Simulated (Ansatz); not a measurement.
Calculated with Ansatz (gas phase, PBE0-D4/def2-TZVP geometries, no zero-point term in ΔE). CCSD(T)/CBS is the MP2 limit (def2-TZVPP, def2-QZVPP) plus CCSD(T) − MP2 in def2-TZVPP, frozen cores. This one scheme is used for every species. Functionals use def2-TZVPP. B3LYP here is the variant with VWN-RPA as its local correlation; programs differ in this. For Ge outer-core shells are correlated without core-valence functions, which leaves a few kJ/mol of doubt a bond. Scalar relativity is left out up to krypton. One conformer a species, not always the lowest.

`C[O][GeH2][O]C` + H₂S → `C[O][GeH2][SH]` + CH₃OH  (ligand exchange at a Ge–O bond)

```csv
level,ΔE (kJ/mol),difference from CCSD(T)/CBS
PBE-D4,-22.0,-9.3
r2SCAN-D4,-15.6,-2.9
PBE0-D4,-22.3,-9.6
B3LYP-D4,-13.2,-0.5
ωB97X-V,-10.6,2.1
ωB97M-V,-13.2,-0.5
B2PLYP,-11.3,1.4
PBE,-22.9,-10.2
r2SCAN,-16.2,-3.5
PBE0,-23.1,-10.4
B3LYP,-14.3,-1.6
HF/def2-TZVPP,-7.2,5.5
MP2/def2-TZVPP,-10.9,1.8
SCS-MP2/def2-TZVPP,-7.1,5.6
CCSD/def2-TZVPP,-8.0,4.7
CCSD(T)/def2-TZVPP,-8.6,4.1
HF/def2-QZVPP,-6.3,6.4
MP2/def2-QZVPP,-13.0,-0.3
SCS-MP2/def2-QZVPP,-9.1,3.6
HF/CBS(def2),-6.2,6.5
MP2/CBS(def2),-15.1,-2.4
CCSD/CBS(def2),-12.2,0.5
CCSD(T)/CBS,-12.7,0
```

Largest T1 diagnostic among the species: 0.012.

CCSD(T)/CBS has its own doubt, a few kJ/mol and more with outer-core shells, so smaller differences from it don't rank the levels.
